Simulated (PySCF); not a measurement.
# I²⁺: excitation energy

I²⁺ [Kr] 4d10 5s2 5p3 (4S) → I²⁺ [Kr] 4d10 5s1 5p4 (4P), as a difference of total energies. Calculation: PySCF 2.14, in aug-cc-pVQZ-PP with ECP28MDF (7s7p5d3f2g, 92 functions); a scalar-relativistic core potential. Correlated levels: valence: 4s2 4p6 4d10 frozen. The calculations carry no spin-orbit coupling.

```
           method  excitation energy (cm⁻¹)
              UHF                     89625
    MP2 (valence)                     89047
SCS-MP2 (valence)                     88933
   CCSD (valence)                     85620
CCSD(T) (valence)                     84721
```

The coupled-cluster amplitudes are large for the upper state (T1 above 0.03 or a double amplitude above 0.15), so a single reference is strained.
